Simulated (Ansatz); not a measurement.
System: SF$_{3}$, net charge -1, singlet state. SMILES of the parent species: F[S](F)F
Coordinates optimised at B3LYP-D3(BJ)/def2-TZVP (Ansatz, an electronic-structure program):
```
S
F 1 1.6561
F 1 1.8341 2 87.53
F 1 1.8341 2 87.53 3 180.00
```
Charge -1, spin multiplicity 1.

Parts of the frozen-core correlation energy in STO-3G (Ansatz, hartree). Frozen orbitals: 8; correlated occupied orbitals by spin: 14 and 14; virtual: 2 and 2. Spin-orbit coupling is left out. No relativistic terms. The restricted reference is unstable.

```json
[
 {"term": "reference (HF)", "value": "-686.92877"},
 {"term": "MP2 opposite-spin", "value": "(withheld)"},
 {"term": "MP2 same-spin", "value": "(withheld)"},
 {"term": "CCSD correlation", "value": "-0.10087"},
 {"term": "(T)", "value": "(withheld)"},
 {"term": "FCI minus CCSD(T)", "value": "-0.00090"},
 {"term": "T1 diagnostic", "value": "0.013"},
 {"term": "largest doubles amplitude", "value": "0.229"}
]
```

Task: What belongs in the gaps?

Result: 
- MP2 opposite-spin, value: -0.07251
- MP2 same-spin, value: -0.00363
- (T), value: -0.00334
